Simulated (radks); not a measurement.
Dipole-allowed excitations along the series with 30 electrons in [Ar] 3d10 4s2. Method: scalar-relativistic Kohn-Sham, LB94 model potential, spin-polarised, spherical densities, finite nucleus; Fermi nuclear charge, rms radius of each element as measured or else 0.836 A^(1/3) + 0.57 fm; computed with a radial shooting solver on a logarithmic mesh with Libxc functionals. Time-dependent linear response with the Hartree and adiabatic LDA kernel, continuum included through the Sternheimer equations, no spin-orbit coupling, so fine structure and intercombination lines are absent. Lines are the poles of the dipole polarisability below minus the highest occupied eigenvalue, found on a grid refined at the orbital gaps; the lowest seven at most are given, and weak or close lines can be missed. The first line takes the name of the lowest orbital gap if no other gap lies below it; otherwise a line is named after a gap within 0.6 % of it, if that gap stands alone.

species  -e(HOMO) (eV)  lowest orbital gap (eV)  first line (eV)     f  static alpha (bohr^3)
Nb11+           251.48             4s-4p 29.069   34.999 (4s-4p)  1.38                 0.9208
Tc13+           319.98             4s-4p 33.708   40.335 (4s-4p)  1.33                 0.6682
Ru14+           357.02             4s-4p 36.117   43.091 (4s-4p)  1.31                 0.5758
Rh15+           395.92             4s-4p 38.593   45.913 (4s-4p)  1.29                 0.4994
Pd16+           436.69             4s-4p 41.141   48.806 (4s-4p)  1.28                 0.4356

Estimate the first line of Mo12+, its oscillator strength and the static polarisability.

Answer. 37.640 eV (4s-4p), f = 1.35, alpha = 0.7812 bohr^3.
